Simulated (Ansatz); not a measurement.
Basis-set extrapolation for FH$_{6}$NSi$_{3}$ (`F[Si]N([SiH3])[SiH3]`) (PBE0-D4/def2-TZVP geometry, frozen core, the Gaussian-basis code of Ansatz). Multiplicity 1, RHF reference.

```csv
,def2-TZVPP,def2-QZVPP
HF,-1024.394013,-1024.429387
MP2 correlation,-0.809725,-0.875187
CCSD(T) correlation,-0.893336,not run
```

Energies in hartree. Use E(X) = E(∞) + A·exp(−7.88·√X) for Hartree–Fock and E(X) = E(∞) + B·X^(−2.97) for correlation, with X = 3 and 4, and add CCSD(T) minus MP2 of the smaller set to the MP2 limit.

Q: What is the CCSD(T) energy at the basis-set limit?

A: HF limit: -1024.429387 + (-0.035374) × 0.13774 = -1024.43426. MP2 limit: -0.875187 + (-0.065462) × 0.74074 = -0.92368. Higher-order term: -0.893336 − (-0.809725) = -0.08361. Total: -1025.44155 hartree, 404.9 kJ/mol below CCSD(T)/def2-TZVPP.
